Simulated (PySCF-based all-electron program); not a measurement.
Values are calculated unless marked as measured or tabulated.
Bond force of HBr, singlet

Method: all-electron DFT (in-house code on PySCF), basis-limit composite values; Koelling–Harmon scalar relativity, no spin–orbit coupling, spin-restricted. Forces are good to about 0.004 eV/Å. A positive force pushes the atoms apart.

```json
{"r (Å)": "1.273", "PBE (eV/Å)": "5.711", "r2SCAN (eV/Å)": "?"}
{"r (Å)": "1.4144", "PBE (eV/Å)": "0.404", "r2SCAN (eV/Å)": "?"}
{"r (Å)": "1.5558", "PBE (eV/Å)": "-2.203", "r2SCAN (eV/Å)": "?"}
```

Q: What does r2SCAN give at the lengths left open?

A: 1.273 Å: 5.383 eV/Å; 1.4144 Å: 0.087 eV/Å; 1.5558 Å: -2.502 eV/Å.

Q: Between which listed lengths does the r2SCAN force vanish, and at which of the two is it smaller?

A: Between 1.414 and 1.556 Å. The force is smaller at 1.414 Å.
